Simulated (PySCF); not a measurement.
Isomers of C5H14BN, mass 99.122 u with the commonest isotopes. Method used: PBE0-D3(BJ)/def2-SVP geometry optimisation, gas phase (PySCF 2.14.0). One conformer each, none proved a minimum here; rigid rotors.

Question: Order these by rotational constant A, smallest first.
A. `[CH3:1][CH2:2][CH2:3][BH:4][N:5]([CH3:6])[CH3:7]` with C1–C2–C3–B4 -176°, C2–C3–B4–N5 -89°
B. `[CH3:1][N+:2]1([CH3:3])[BH2-:4][CH2:5][CH2:6][CH2:7]1` with C1–N2–B4–C5 156°, N2–B4–C5–C6 -16°, B4–C5–C6–C7 -8°, C5–C6–C7–N2 34°
C. `[BH3-:1][N@H+:2]([CH3:3])[CH:4]1[CH2:5][CH2:6][CH2:7]1` with B1–N2–C4–C5 -172°, N2–C4–C5–C6 142°, C4–C5–C6–C7 -19°, C5–C6–C7–C4 20°, N2–C4–C7–C6 -143°

Answer: B (3979 MHz), C (4671 MHz), A (5974 MHz).

Question: Order these by dipole moment, smallest first.
A. `[CH3:1][N+:2]1([CH3:3])[BH2-:4][CH2:5][CH2:6][CH2:7]1` with C1–N2–B4–C5 156°, N2–B4–C5–C6 -16°, B4–C5–C6–C7 -8°, C5–C6–C7–N2 34°
B. `[CH3:1][CH2:2][CH2:3][BH:4][N:5]([CH3:6])[CH3:7]` with C1–C2–C3–B4 -176°, C2–C3–B4–N5 -89°
C. `[BH3-:1][N@H+:2]([CH3:3])[CH:4]1[CH2:5][CH2:6][CH2:7]1` with B1–N2–C4–C5 -172°, N2–C4–C5–C6 142°, C4–C5–C6–C7 -19°, C5–C6–C7–C4 20°, N2–C4–C7–C6 -143°

Answer: B (1.68 D), A (4.44 D), C (5.40 D).

Question: Order these by out-of-plane moment Σ m c² = (Ia + Ib − Ic)/2, smallest first.
A. `[CH3:1][CH2:2][CH2:3][BH:4][N:5]([CH3:6])[CH3:7]` with C1–C2–C3–B4 -176°, C2–C3–B4–N5 -89°
B. `[CH3:1][N+:2]1([CH3:3])[BH2-:4][CH2:5][CH2:6][CH2:7]1` with C1–N2–B4–C5 156°, N2–B4–C5–C6 -16°, B4–C5–C6–C7 -8°, C5–C6–C7–N2 34°
C. `[BH3-:1][N@H+:2]([CH3:3])[CH:4]1[CH2:5][CH2:6][CH2:7]1` with B1–N2–C4–C5 -172°, N2–C4–C5–C6 142°, C4–C5–C6–C7 -19°, C5–C6–C7–C4 20°, N2–C4–C7–C6 -143°

Answer: C (14.89 u·Å²), A (24.23 u·Å²), B (56.57 u·Å²).

```tsv
SMILES	point group	Ia (u·Å²)	Ib (u·Å²)	Ic (u·Å²)	κ	μa (D)	μb (D)	μc (D)
C[N+]1(C)[BH2-]CCC1	C1	127.02	227.51	241.39	-0.86	2.46	3.65	0.65
CCCBN(C)C	C1	84.60	455.46	491.60	-0.97	1.13	1.21	0.27
[BH3-][N@H+](C)C1CCC1	C1	108.19	271.53	349.93	-0.74	3.24	4.19	1.06
```
